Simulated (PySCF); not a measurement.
Isomers of C5H4F4O2, mass 172.015 u with the commonest isotopes. Computed with PBE0-D3(BJ)/def2-SVP geometry optimisation, gas phase (PySCF 2.14.0). One conformer each, none proved a minimum here; rigid rotors.

Problem. Order these by rotational constant B, smallest first.
A. `[F:1]/[CH:2]=[CH:3]\[O:4]/[CH:5]=[C:6](/[F:7])[O:8][CH:9]([F:10])[F:11]` with C2–C3–O4–C5 -3°, C3–O4–C5–C6 174°, C5–C6–O8–C9 117°, C6–O8–C9–F10 -73°
B. `[F:1][C@H:2]1[CH:3]=[C:4]([O:5][C:6]([F:7])([F:8])[F:9])[CH2:10][O:11]1` with C3–C4–O5–C6 9°
C. `[O:1]=[C:2]1[O:3][C@@H:4]([F:5])[C@H:6]1[CH2:7][C:8]([F:9])([F:10])[F:11]` with C4–C6–C7–C8 -87°

Solution. A (496.4 MHz), B (620.7 MHz), C (707.5 MHz).

Problem. Order these by out-of-plane moment Σ m c² = (Ia + Ib − Ic)/2, largest first.
A. `[F:1][C@H:2]1[CH:3]=[C:4]([O:5][C:6]([F:7])([F:8])[F:9])[CH2:10][O:11]1` with C3–C4–O5–C6 9°
B. `[F:1]/[CH:2]=[CH:3]\[O:4]/[CH:5]=[C:6](/[F:7])[O:8][CH:9]([F:10])[F:11]` with C2–C3–O4–C5 -3°, C3–O4–C5–C6 174°, C5–C6–O8–C9 117°, C6–O8–C9–F10 -73°
C. `[O:1]=[C:2]1[O:3][C@@H:4]([F:5])[C@H:6]1[CH2:7][C:8]([F:9])([F:10])[F:11]` with C4–C6–C7–C8 -87°

Solution. C (63.24 u·Å²), A (60.97 u·Å²), B (40.79 u·Å²).

Problem. Order these by radius of gyration √(Σ m r²/M), largest first.
A. `[O:1]=[C:2]1[O:3][C@@H:4]([F:5])[C@H:6]1[CH2:7][C:8]([F:9])([F:10])[F:11]` with C4–C6–C7–C8 -87°
B. `[F:1]/[CH:2]=[CH:3]\[O:4]/[CH:5]=[C:6](/[F:7])[O:8][CH:9]([F:10])[F:11]` with C2–C3–O4–C5 -3°, C3–O4–C5–C6 174°, C5–C6–O8–C9 117°, C6–O8–C9–F10 -73°
C. `[F:1][C@H:2]1[CH:3]=[C:4]([O:5][C:6]([F:7])([F:8])[F:9])[CH2:10][O:11]1` with C3–C4–O5–C6 9°

Solution. B (2.639 Å), C (2.351 Å), A (2.296 Å).

```tsv
SMILES	point group	Ia (u·Å²)	Ib (u·Å²)	Ic (u·Å²)	κ	μa (D)	μb (D)	μc (D)
O=C1O[C@@H](F)[C@H]1CC(F)(F)F	C1	255.82	714.32	843.65	-0.84	1.09	0.39	1.11
F[C@H]1C=C(OC(F)(F)F)CO1	C1	197.77	814.21	890.03	-0.95	0.98	0.73	0.93
F/C=C\O/C=C(/F)OC(F)F	C1	220.34	1018.06	1156.81	-0.94	1.33	0.16	0.64
```
